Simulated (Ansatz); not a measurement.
Steps of a relaxation of CH$_{5}$ClOSi$_{2}$ (`Cl[SiH2][SiH]1CO1`) with RKS PBE-D4/def2-SVP.

```sh
$ ansatz run in.yaml --threads 4 --pin off --events-out ev --progress --plain --max-ram 10444MiB
```

```yaml
crystal:
  periodic: [false, false, false]
  atoms:
    - {symbol: Cl, position_ang: [-2.928200, -0.802100, 0.848000]}
    - {symbol: Si, position_ang: [-1.481100, 0.617900, 0.575700]}
    - {symbol: Si, position_ang: [0.085200, -0.167700, -0.817400]}
    - {symbol: C, position_ang: [1.834400, -0.599900, -0.090500]}
    - {symbol: O, position_ang: [1.542900, 0.652100, -0.713200]}
    - {symbol: H, position_ang: [-2.131700, 1.866500, 0.050300]}
    - {symbol: H, position_ang: [-0.926200, 0.910500, 1.943900]}
    - {symbol: H, position_ang: [-0.099200, -0.550900, -2.220200]}
    - {symbol: H, position_ang: [1.842100, -0.637100, 1.032600]}
    - {symbol: H, position_ang: [2.344900, -1.340600, -0.606200]}
basis:
  gaussian: {orbitals: def2-SVP}
hamiltonian: {xc: pbe, dispersion: d4}
relax: {f_tol: 0.03, max_steps: 200}
```

Positions (Å) and forces (eV/Å) along the path, 7 of 7 steps:

```xyz
10
step=1 energy=-31415.3540 eV
Cl   -2.928   -0.802    0.848   -0.674   -0.659    0.002
Si   -1.481    0.618    0.576   -0.418    0.965    0.695
Si    0.085   -0.168   -0.817    0.875   -1.422    0.009
C     1.834   -0.600   -0.090   -3.522    1.526    1.682
O     1.543    0.652   -0.713    1.966    1.158    0.281
H    -2.132    1.867    0.050   -0.028    0.055   -0.003
H    -0.926    0.910    1.944    0.214    0.050   -0.132
H    -0.099   -0.551   -2.220   -0.477   -0.265   -0.517
H     1.842   -0.637    1.033    0.362    0.215   -0.529
H     2.345   -1.341   -0.606    1.702   -1.622   -1.487
10
step=2 energy=-31415.7459 eV
Cl   -3.046   -0.818    0.801    0.107    0.123    0.038
Si   -1.558    0.642    0.580   -0.029    0.099    0.226
Si    0.101   -0.187   -0.798    0.420   -0.704    0.117
C     1.800   -0.655   -0.078   -0.987    0.108    0.564
O     1.574    0.650   -0.622    0.735    0.843   -0.176
H    -2.196    1.906    0.069   -0.011   -0.063   -0.011
H    -0.859    0.955    1.885   -0.187   -0.096   -0.047
H    -0.178   -0.577   -2.211   -0.132   -0.080   -0.109
H     1.976   -0.655    1.033   -0.075   -0.144   -0.475
H     2.470   -1.311   -0.657    0.158   -0.087   -0.128
10
step=3 energy=-31415.8127 eV
Cl   -3.022   -0.802    0.830    0.046    0.020   -0.020
Si   -1.528    0.647    0.589   -0.034   -0.037    0.048
Si    0.131   -0.189   -0.830   -0.059   -0.153    0.033
C     1.767   -0.642   -0.081    0.061   -0.295    0.080
O     1.608    0.677   -0.640    0.185    0.400   -0.084
H    -2.182    1.895    0.063    0.031    0.001    0.003
H    -0.895    0.934    1.928   -0.022   -0.017   -0.096
H    -0.183   -0.608   -2.239   -0.042    0.007    0.066
H     1.910   -0.666    1.024   -0.013   -0.031   -0.169
H     2.476   -1.298   -0.641   -0.154    0.105    0.138
10
step=4 energy=-31415.8194 eV
Cl   -3.018   -0.812    0.820    0.020    0.012   -0.022
Si   -1.532    0.643    0.586    0.030    0.007    0.022
Si    0.139   -0.182   -0.818   -0.080    0.002   -0.065
C     1.768   -0.636   -0.080    0.086   -0.184    0.005
O     1.624    0.691   -0.647    0.002    0.085   -0.010
H    -2.172    1.896    0.059   -0.008   -0.006    0.004
H    -0.895    0.926    1.917   -0.021    0.005    0.006
H    -0.203   -0.608   -2.216    0.001   -0.008    0.025
H     1.913   -0.666    1.019    0.011    0.023   -0.010
H     2.460   -1.306   -0.636   -0.043    0.063    0.043
10
step=5 energy=-31415.8205 eV
Cl   -3.011   -0.811    0.807   -0.010   -0.009   -0.005
Si   -1.529    0.647    0.589    0.013   -0.001   -0.004
Si    0.136   -0.185   -0.818    0.019    0.044    0.005
C     1.767   -0.640   -0.081    0.025   -0.029   -0.009
O     1.620    0.693   -0.645   -0.022   -0.024   -0.014
H    -2.172    1.899    0.062    0.001    0.002   -0.003
H    -0.902    0.932    1.924   -0.005   -0.001    0.010
H    -0.209   -0.616   -2.213   -0.005   -0.007    0.008
H     1.919   -0.668    1.017   -0.004    0.010    0.012
H     2.463   -1.302   -0.638   -0.013    0.016    0.000
10
step=6 energy=-31415.8213 eV
Cl   -3.014   -0.810    0.779   -0.003   -0.005   -0.002
Si   -1.527    0.649    0.595   -0.001    0.016   -0.018
Si    0.136   -0.178   -0.816    0.038   -0.016    0.011
C     1.769   -0.636   -0.083    0.010   -0.023   -0.005
O     1.626    0.690   -0.663   -0.022    0.012   -0.014
H    -2.161    1.907    0.072   -0.005    0.003    0.009
H    -0.915    0.919    1.941   -0.003   -0.004    0.001
H    -0.218   -0.637   -2.200   -0.011    0.010    0.008
H     1.926   -0.649    1.015    0.005    0.003    0.002
H     2.459   -1.306   -0.637   -0.009    0.004    0.009
10
step=7 energy=-31415.8219 eV
Cl   -3.017   -0.808    0.747   -0.005   -0.001   -0.001
Si   -1.526    0.652    0.598    0.006    0.003    0.002
Si    0.138   -0.182   -0.808    0.006    0.004    0.005
C     1.777   -0.634   -0.083   -0.004    0.003   -0.016
O     1.629    0.685   -0.683   -0.008    0.004   -0.003
H    -2.152    1.917    0.083   -0.004    0.004    0.002
H    -0.931    0.905    1.954   -0.004   -0.002   -0.004
H    -0.240   -0.647   -2.184    0.009   -0.005    0.010
H     1.945   -0.628    1.013    0.000   -0.005    0.001
H     2.460   -1.312   -0.634    0.004   -0.006    0.001
```

Run time 9.1 s (4 threads of an Arm Neoverse V2 on a shared host); peak host memory 0.16 GiB.
